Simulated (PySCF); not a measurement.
# [Cu2F]+, singlet: computed properties

Level of theory: PBE0/[F def2-TZVP, Cu def2-TZVP], no relativity, density fitting, PySCF.

The structure is a minimum.

```json
{
  "Point group": "D∞h",
  "Bond lengths": "F–Cu 1.875 Å (×2)",
  "Bond angles": "Cu–F–Cu 180.0°",
  "Heat capacity Cp at 298.15 K": "57.8 J/(mol K)",
  "Dipole moment about the centre of mass": "0.00 D",
  "Entropy at 298.15 K and 1 bar": "290.1 J/(mol K)",
  "Enthalpy at 298.15 K above 0 K": "14.70 kJ/mol",
  "Principal quadrupole moments (Buckingham, traceless) about the centre of mass": "-15.54, -15.54, 31.07 D Å",
  "Highest occupied level": "-12.36 eV",
  "Rotational constants": "0.03811 cm⁻¹",
  "Lowest empty level": "-7.56 eV",
  "Principal polarisabilities": "19.2, 19.2, 29.1 bohr³",
  "Zero-point energy": "5.5 kJ/mol",
  "Rotational symmetry number": "2"
}
```

Harmonic modes (masses in u: F 18.998, Cu 62.930):
```
symmetry  ω (cm⁻¹)  IR (km/mol, summed over degenerate members)
      πu        70                                         55.0
     σg+       222                                          0.0
     σu+       565                                          113
```

In D∞h the vibrations span πu + σg+ + σu+. The σg+ mode carries no infrared intensity, as symmetry demands. With a centre of inversion only u modes can be infrared active and only g modes Raman active.

Charges (e):
```json
{"atom": "F1", "Mulliken": "-0.61", "Löwdin": "-0.25", "polar tensor": "-0.79", "Mayer order to F1": "–"}
{"atom": "Cu2,3", "Mulliken": "0.80", "Löwdin": "0.62", "polar tensor": "0.89", "Mayer order to F1": "0.37"}
```

Mulliken populations on F1: s 3.94, p 5.66, d 0.01, f 0.00.

Outer orbital energies (eV). occupied: -13.20, -13.20, -13.19, -13.19, -12.94, -12.73, -12.73, -12.36; empty: -7.56, -6.88, -2.19, -2.19.

This need not be the most stable arrangement of these atoms.

The final relaxation and frequency run took 55 s on 2 threads of a shared Intel Xeon @ 2.50GHz (Skylake/Cascade Lake) host, with 121 basis functions and 6 gradients; the process peaked at 1 GiB.
